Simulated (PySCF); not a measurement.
## MCo cations for M along the halogens

HF with triple-zeta basis sets in PySCF, for the lowest determinant that a PBE0 search found; no spin–orbit coupling. De refers to high-spin ground-configuration atoms (the charge goes to the atom of lower measured ionisation energy or higher electron affinity, which is not always the lowest computed limit). A positive dipole points towards Co; it is taken about the centre of mass and depends on that origin.

| M | basis | reference | charged atom | state (unpaired electrons) | Re (Å) | ωe (cm⁻¹) | De (eV) | μ (D) |
| --- | --- | --- | --- | --- | --- | --- | --- | --- |
| F | def2-TZVPPD | UHF | Co+ | quartet (σ ↑, π ↑, δ ↑) | 1.734 | 767 | n/a | 7.44 |
| Cl | def2-TZVPPD | UHF | Co+ | quartet (π ↑↑, δ ↑) | 2.124 | 465 | n/a | 7.82 |
| Br | def2-TZVPPD | UHF | Co+ | quartet (σ ↑, π ↑, δ ↑) | 2.272 | 351 | n/a | 9.64 |

The shortest bond is that of CoF⁺ (1.734 Å), the longest that of CoBr⁺ (2.272 Å).

The state changes along the series, so neighbouring rows are not always alike in their bonding.

Spin–orbit coupling is left out. Hartree–Fock leaves out correlation, which carries a large part of most bond energies and some tenths to 1 eV of ionisation energies. The state is the lowest single determinant that the PBE0 search found; with open d or f shells the true ground state can be another one.
